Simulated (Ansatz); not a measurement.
Wavefunction ladder for ClH$_{5}$OSiSn (`[SiH3][O][SnH2][Cl]`)

```xyz
9

Si    1.177    0.809   -0.797
O    -0.399    0.466   -0.520
Sn   -1.408   -0.672    0.690
Cl    0.149   -2.108    1.646
H     1.892   -0.364   -1.370
H     1.232    1.934   -1.765
H     1.869    1.212    0.459
H    -2.469   -1.587   -0.263
H    -2.044    0.310    1.918
```

Charge 0, multiplicity 1. Correlated methods include outer-core shells of Sn, which these sets cover unevenly. Sn takes the def2 core potential. All single points use the PBE0-D4/def2-TZVP geometry. It is one conformer, not always the lowest. Frozen core, restricted reference, Ansatz 0.2.0.

```tsv
basis	HF (Eh)	MP2 corr.	CCSD corr.	(T)	CCSD(T) total
def2-SVP	-1039.33932	-0.52879	?	-0.01309	?
def2-TZVPP	-1039.71658	?	?	?	?
def2-QZVPP	-1039.74566	-1.13853	–	–	–
```

**Question.** Fill in the withheld values. (An estimate is asked.)

**Answer.** Ansatz gave: def2-SVP CCSD corr.: -0.57830; def2-SVP CCSD(T) total: -1039.93071; def2-TZVPP MP2 corr.: -0.87660; def2-TZVPP CCSD corr.: -0.91499; def2-TZVPP (T): -0.03116; def2-TZVPP CCSD(T) total: -1040.66273.
